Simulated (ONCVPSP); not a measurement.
# What one change does to a pseudopotential (phosphorus (P), ONCV)

```json
{
 "Element": "P",
 "Generator": "ONCVPSP 4.0.1",
 "Type": "optimised norm-conserving Vanderbilt (ONCV)",
 "Functional": "LDA (Perdew-Wang 92)",
 "Relativity": "scalar-relativistic",
 "Frozen core": "[Ne]",
 "Valence charge": "5",
 "Reference configuration": "3s2 3p3",
 "Partial waves": "3s: rc 1.70 bohr, ncon 4, nbas 7, qcut 4.8 1/bohr, 1 projector; 3p: rc 1.45 bohr, ncon 5, nbas 8, qcut 5.9 1/bohr, 3 projectors, debl 2.2 Ha; d scattering state at 0.25 Ha: rc 1.40 bohr, ncon 4, nbas 9, qcut 7.2 1/bohr, local",
 "Local potential": "the d channel",
 "Core correction": "Teter function, fcfact 4.5, rcfact 1.55"
}
```

All-electron outer shells of the reference configuration (LDA (PZ), scalar-relativistic, ld1.x):

```csv
shell,level (eV),outermost node (bohr),outermost maximum (bohr)
2s,-173.14,0.14,0.42
2p,-124.52,–,0.35
3s,-14.02,0.66,1.56
3p,-5.60,0.64,1.83
```

Change: p: debl 0.25.

Cutoffs: the cutoffs (Ha) at which the residual kinetic energy of the hardest occupied pseudo-wave falls to 1 and 0.1 mHa per electron; they do not see the model core or the augmentation charge, which bear on the density cutoff. Errors are all-electron minus pseudo energies relative to the spin-unpolarised reference configuration.

Question: How do hardness, ghosts and transferability respond?

Answer: The potential gets neither clearly harder nor softer (20 Ha and 82 Ha → 20 Ha and 82 Ha); both files keep a bound ghost (p); the errors of the 4 common tests hardly move.

| quantity | base | changed |
| --- | --- | --- |
| cutoff, loose | 20 Ha | 20 Ha |
| cutoff, tight | 82 Ha | 82 Ha |
| bound ghosts | p | p |
| GHOST(+) flags under 300 eV | s at 15.2 eV | s at 15.2 eV, p at 142.3 eV |
| error for 3s2 3p2, meV [ΔE 9.81 eV] | +1.0 | +0.9 |
| error for 3s2 3p1, meV [ΔE 29.06 eV] | +12 | +11 |
| error for 3s2 3p0, meV [ΔE 58.95 eV] | +56 | +56 |
| error for 3s2 3p2.5, meV [ΔE 3.82 eV] | 0.0 | 0.0 |
| s: phases at 1.73 bohr within 0.05 rad from the reference energy up to (Ha; the scan ends near 5) | 0.3 | 0.3 |
| p: phases at 1.47 bohr within 0.05 rad from the reference energy up to (Ha; the scan ends near 5) | to the end of the scan | 4.4 |
| d: phases at 1.42 bohr within 0.05 rad from the reference energy up to (Ha; the scan ends near 5) | 4.5 | 4.5 |
| rms error of d²Exc/dni dnj with the model core, mHa | 1.00 | 1.00 |

Base: The cutoffs count occupied waves only; projector 3 of the p channel, the hardest unoccupied one, needs 140 Ha at the loose tolerance. A true bound ghost makes a file unfit for plane-wave use even where its test errors are small: the radial tests pick states by their node count and pass the ghost by.
